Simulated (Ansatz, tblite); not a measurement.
Forces on SnF2 at its PBE-D4/def2-TZVP geometry. The state is a singlet with charge 0.

In the def2 sets Sn takes a core potential; there is no spin–orbit coupling. The xTB rows come from tblite. The structure comes from a short search, and lower isomers may exist.

GFN1-xTB (tblite), largest force 0.24 eV/Å:

```xyz
3
positions Å, forces eV/Å
Sn    0.741   -0.109    0.441   -0.204    0.030   -0.121
F     0.303   -0.359   -1.455    0.106   -0.017    0.053
F    -1.044    0.468    1.014    0.098   -0.012    0.068
```

GFN2-xTB (tblite), largest force 1.65 eV/Å:

```
Sn 1.411 -0.207 0.839
F -0.287 -0.153 -1.187
F -1.124 0.361 0.348
```

PBE-D4/def2-TZVP (Ansatz), largest force 0.00 eV/Å:

```
Sn 0.000 0.000 0.000
F 0.000 0.000 0.000
F 0.000 0.000 0.000
```
